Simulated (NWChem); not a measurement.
Species: C$_{2}$H$_{5}$ClOSi; SMILES O=CC[SiH2]Cl

```xyz
10

O      0.5591    -2.7001     0.4761
C      0.5821    -1.7528    -0.2631
C     -0.6332    -0.9911    -0.6986
Si    -0.9074     0.6080     0.2671
Cl     0.7195     1.8599    -0.0164
H      1.5514    -1.3583    -0.6636
H     -0.5548    -0.7108    -1.7625
H     -1.5292    -1.6154    -0.5428
H     -1.0369     0.3277     1.7217
H     -2.1241     1.2908    -0.2515
```
Atoms are numbered in this order, from 1.

Computed with NWChem. All runs use the structure optimised with PBE0/def2-SVP.

Q: What does the run give for PBE/def2-TZVP? Quantities: highest occupied level (eV); orbital gap (eV); dipole (D).

A: The highest occupied level (eV) is -6.03, the orbital gap (eV) comes out as 3.86 and the dipole (D) is 2.38.
